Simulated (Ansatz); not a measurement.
Mulliken charges of CH₄B₂O₂, SMILES `BOB1CO1` from ωB97M-V/def2-TZVPP in Ansatz (PBE0-D4/def2-TZVP geometry).

| atom | x (Å) | y (Å) | z (Å) | charge (e) |
| --- | --- | --- | --- | --- |
| B1 | 1.802 | -0.071 | -1.008 | 0.006 |
| O2 | 1.114 | -0.160 | 0.166 | -0.299 |
| B3 | -0.215 | 0.024 | 0.328 | 0.332 |
| C4 | -1.534 | -0.071 | 1.041 | -0.144 |
| O5 | -1.241 | 0.600 | -0.294 | -0.273 |
| H6 | 2.993 | -0.146 | -0.945 | 0.074 |
| H7 | 1.208 | 0.060 | -2.039 | 0.060 |
| H8 | -1.842 | 0.643 | 1.799 | 0.123 |
| H9 | -2.198 | -0.924 | 0.934 | 0.123 |

By hand: the dipole of these point charges (1 e Å = 4.8032 D).

Σ q r = (-0.037, -0.140, 0.127) e Å, of length 0.193 e Å = 0.93 D.

How does the dipole of the full density compare? (An estimate is asked.)

The calculation gave: (-0.010, -0.127, 0.175) e Å, 1.04 D; the point charges give 0.89 times that, at 14° from its direction.

Point charges leave out the atoms' own dipoles, such as those of lone pairs, and Mulliken's split depends on the basis, so the close match here is no proof of good charges.
